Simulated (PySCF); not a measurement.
A structure optimised at PBE-D3(BJ)/def2-SVP, used in a PySCF frequency run:

```xyz
13

C      0.9560    -2.0922     0.0000
C      0.8687    -0.7421     0.0000
C     -0.3757     0.0251     0.0000
C     -1.7053    -0.6811     0.0000
C     -0.3452     1.3810     0.0000
F      0.8026     2.0823     0.0000
H      0.0645    -2.7387     0.0000
H      1.9341    -2.5959     0.0000
H      1.7952    -0.1450     0.0000
H     -2.5508     0.0337     0.0000
H     -1.8097    -1.3343     0.8919
H     -1.8097    -1.3343    -0.8919
H     -1.2374     2.0293     0.0000
```
Charge 0, spin multiplicity 1.

Question: Write its SMILES, formula and point group.

Answer: C=C/C(C)=C\F, C5H7F, Cs

Question: What are its rotational constants (standard atomic weights)?

Answer: 5.4198, 2.6157, 1.7842 GHz
